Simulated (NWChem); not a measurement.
# Basis-set dependence for Ga (+1)

```
Ga
```
Charge +1, spin multiplicity 1.

All runs are NWChem calculations.

Hartree-Fock energies in Ha, correlation energies in mHa.

The Hamiltonian is non-relativistic. The correlated methods keep 9 core orbitals frozen. No row is a measurement; the coupled-cluster row has its own basis-set and correlation limits.

| basis | functions | RHF | MP2 | SCS-MP2 | CCSD | CCSD+T(CCSD) | CCSD(T) | CR-CCSD[T] | CR-CCSD(T) | CCSDT |
|---|---|---|---|---|---|---|---|---|---|---|
| 3-21G | 22 | -1913.59554 | -22.3 | -26.5 | -36.6 | -36.6 | -36.6 | -36.6 | -36.6 | -36.6 |
| def2-SVP | 32 | -1922.77019 | -165.3 | -154.2 | -165.3 | -171.5 | -170.4 | -170.5 | -169.6 | -170.3 |
| def2-TZVP | 48 | -1923.01942 | -165.9 | -155.8 | -168.4 | -176.1 | -174.9 | -175.0 | -173.9 | not run |
| def2-QZVP | 75 | -1923.05891 | -217.0 | -201.9 | -212.3 | -221.5 | -220.0 | -220.2 | -218.9 | not run |

From def2-TZVP to def2-QZVP the Hartree-Fock energy moves by -39.5 mHa and the MP2 correlation energy by -51.1 mHa, which is 24 % of its value in the larger set.
